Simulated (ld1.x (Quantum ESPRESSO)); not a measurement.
# Transferability test, TM potential for silver

silver, norm-conserving Troullier–Martins (Kleinman–Bylander form), made with ld1.x (Quantum ESPRESSO) 7.5 (LDA (PZ), fully relativistic). Core [Kr], reference 4d9 5s0 5p0 (charge +2). Waves: 5s (bound, empty): rc 2.25 bohr; 5p (bound, empty): rc 2.70 bohr; 4d (bound): rc 1.75 bohr. Local part: all-electron potential smoothed inside 2.50 bohr (lloc = -1). Core correction: Bessel-smoothed model core inside 1.25 bohr.

Open shells are filled in proportion to 2j + 1 (rel_dist='average').

Energies are relative to the spin-unpolarised reference configuration 4d9 5s0 5p0; without spin polarisation the order of configurations can differ from experiment. The frozen-core shift is the all-electron ΔE with the core orbitals held at their reference shape minus the fully relaxed ΔE.

```json
{"valence configuration": "4d10 5s1 5p0", "charge": "0", "ΔE all-electron (eV)": "-30.489", "error AE − PS (meV)": "-52", "frozen-core shift (meV)": "+47"}
{"valence configuration": "4d10 5s0 5p0", "charge": "+1", "ΔE all-electron (eV)": "-22.384", "error AE − PS (meV)": "-99", "frozen-core shift (meV)": "+55"}
{"valence configuration": "4d8 5s0 5p0", "charge": "+3", "ΔE all-electron (eV)": "36.432", "error AE − PS (meV)": "-166", "frozen-core shift (meV)": "+112"}
{"valence configuration": "4d10 5s0.5 5p0", "charge": "+0.5", "ΔE all-electron (eV)": "-27.302", "error AE − PS (meV)": "-73", "frozen-core shift (meV)": "+51"}
{"valence configuration": "4d9 5s2 5p0", "charge": "0", "ΔE all-electron (eV)": "-26.526", "error AE − PS (meV)": "-22", "frozen-core shift (meV)": "+4.2"}
{"valence configuration": "4d7 5s0 5p0", "charge": "+4", "ΔE all-electron (eV)": "88.354", "error AE − PS (meV)": "-784", "frozen-core shift (meV)": "+575"}
```

(1) What are ΔE and the potential's error for 4d9 5s1 5p1?

Levels in the configuration 4d10 5s1 5p0:

```tsv
level	all-electron (eV)	pseudo (eV)
4d j=3/2	-8.004	-7.896
4d j=5/2	-7.442	-7.338
5s j=1/2	-4.721	-4.759
```

Answers

(1) ΔE = -21.922 eV all-electron; the error (AE − PS) is -9.6 meV.
